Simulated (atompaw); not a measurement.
# What one change does to a pseudopotential (phosphorus, PAW (atompaw))

| Property | Result |
| --- | --- |
| Element | phosphorus |
| Generator | atompaw 4.2.0.5 |
| Type | PAW |
| Functional | PBEsol |
| Relativity | scalar-relativistic |
| Frozen core | [Ne] |
| Valence charge | 5 |
| Reference configuration | 3s2 3p1 (charge +2) |
| Partial waves | 3s (bound); 3s channel at -1.35 Ry; 3p (bound); 3p channel at 2.5 Ry |
| Local potential | bessel scheme, radius 1.45 bohr |
| Core correction | smooth core density matched at 1.50 bohr |
| Augmentation charge | besselshape compensation charge, radius 1.65 bohr; PAW radius 1.95 bohr; waves and projectors: bloechl |

Change: local potential vpsmatchnc scheme with l = 2 at 0 Ry, radius 1.45 bohr.

Cutoffs: the cutoffs (Ry, on a coarse ladder) from which the occupation-weighted sum of valence levels, in a spherical-Bessel basis at the reference potential, stays within 10 and 1 mRy of its value at 400 Ry; they do not see the model core or the augmentation charge, which bear on the density cutoff.

What does the change do?

The potential gets harder (10 Ry and 18 Ry → 55 Ry and 120 Ry); a bound ghost appears in s, which as a rule spoils a file. A state that the projectors do not describe sees the local part alone, so a deeper or shallower local part can create or remove a ghost.

```tsv
quantity	base	changed
cutoff, loose	10 Ry	55 Ry
cutoff, tight	18 Ry	120 Ry
loose cutoff by channel (10 mRy a level)	s 6 Ry, p 10 Ry	s 6 Ry, p 55 Ry
bound ghosts	none	s
s: phases at 1.96 bohr within 0.05 rad from the reference energy up to (Ry; the scan ends near 5)	3.0	3.2
p: phases at 1.96 bohr within 0.05 rad from the reference energy up to (Ry; the scan ends near 5)	to the end of the scan	to the end of the scan
lowest overlap eigenvalue by channel	s 0.01, p 0.79	s 0.00, p 0.44
```

 A true bound ghost makes a file unfit for plane-wave use even where its test errors are small: the radial tests pick states by their node count and pass the ghost by. The cutoffs see the waves, projectors and local potential, not the compensation charge or the core.
